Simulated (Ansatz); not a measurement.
Basis-set extrapolation for `C=C(F)O[SiH2]C` (PBE0-D4/def2-TZVP geometry, frozen core, Ansatz). Multiplicity 1, RHF reference.

|  | def2-TZVPP | def2-QZVPP |
| --- | --- | --- |
| HF | -581.078416 | -581.100856 |
| MP2 correlation | -1.097881 | -1.182153 |
| CCSD(T) correlation | -1.184995 | not run |

Energies in hartree. Use E(X) = E(∞) + A·exp(−7.88·√X) for Hartree–Fock and E(X) = E(∞) + B·X^(−2.97) for correlation, with X = 3 and 4, and add CCSD(T) minus MP2 of the smaller set to the MP2 limit.

Q: What is the CCSD(T) energy at the basis-set limit?

A: HF limit: -581.100856 + (-0.022440) × 0.13774 = -581.10395. MP2 limit: -1.182153 + (-0.084272) × 0.74074 = -1.24458. Higher-order term: -1.184995 − (-1.097881) = -0.08711. Total: -582.43564 hartree, 108.1 kcal/mol below CCSD(T)/def2-TZVPP.
